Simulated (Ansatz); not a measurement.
The first iterations of a band of C2H8B2 (12 atoms, charge 0, multiplicity 1).

The calculation used Ansatz, RKS PBE-D4/def2-mTZVP.

| Property | Result |
| --- | --- |
| movable images | 4 |
| climbing image | no |
| spring | 5.0 eV/Å² |
| optimiser | quadratic models (default) |
| start path | through a guess of the saddle point |
| force threshold | 0.05 eV/Å |
| iteration limit | 60 |
| end points | relaxed |

Initial state:

```xyz
12
Properties=species:S:1:pos:R:3
B -0.852 1.790 -0.208
B 0.209 0.906 0.664
C 0.653 -0.591 0.508
C 0.029 -1.425 -0.616
H -0.514 2.458 -1.156
H -2.019 1.884 0.087
H 0.736 1.512 1.580
H 0.492 -1.079 1.491
H 1.759 -0.589 0.424
H 0.233 -0.980 -1.602
H 0.415 -2.456 -0.634
H -1.065 -1.486 -0.506
```

Final state:

```xyz
12
Properties=species:S:1:pos:R:3
B -0.860 1.790 -0.200
B 0.216 0.909 0.656
C 0.655 -0.591 0.505
C 0.032 -1.426 -0.618
H -2.021 1.885 0.117
H -0.540 2.454 -1.157
H 0.758 1.521 1.558
H 0.480 -1.071 1.490
H 1.762 -0.600 0.431
H 0.254 -0.993 -1.605
H 0.405 -2.462 -0.622
H -1.063 -1.471 -0.521
```

| iteration | highest image above the first end (eV) | largest band force component (eV/Å) |
| --- | --- | --- |
| 1 | 3.333 | 14.632 |
| 2 | 0.924 | 2.698 |

Question: Does the band converge within its limit, and where does its top end?

Answer: The forces met the threshold. It ended after 7 iterations with the highest image 0.572 eV above the first end. No image climbed, so the highest image needn't sit at the top of the path.

Run time: 27 s on 2 threads of Intel(R) Xeon(R) 6975P-C (Granite Rapids) (shared host), peak memory 0.2 GiB.
